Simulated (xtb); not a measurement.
xtb input (GFN2-xTB):

```bash
xtb mol.xyz --gfn 2 --ohess tight --chrg 1 --uhf 0
```
mol.xyz:
```
11

C      1.91691312     0.68573989     0.02264523
O      0.74704859    -0.22796832     0.39816005
B     -0.67008036    -0.15889922    -0.00646029
O     -1.32017779    -1.10374265     0.57234522
O     -0.88856574     0.81438963    -0.92906762
H      2.25191446     1.16415170     0.89968669
H      2.64760251     0.06224026    -0.47946919
H      1.42491308     1.32595003    -0.74429781
H      0.98743258    -0.86226556     1.06956388
H     -2.26784995    -1.22010239     0.42789075
H     -1.75064526     0.89116811    -1.29481387
```

End of the output:

```
optimized geometry written to: xtbopt.xyz

           -------------------------------------------------
          | TOTAL ENERGY              -18.293510933460 Eh   |
          | TOTAL ENTHALPY            -18.202284932025 Eh   |
          | TOTAL FREE ENERGY         -18.239631152093 Eh   |
          | GRADIENT NORM               0.000428611356 Eh/α |
          | HOMO-LUMO GAP               8.284512854856 eV   |
           -------------------------------------------------

------------------------------------------------------------------------
------------------------------------------------------------------------
 total:
 SCF:
 ANC optimizer:
 analytical hessian:
```

It need not be the lowest isomer of its formula.
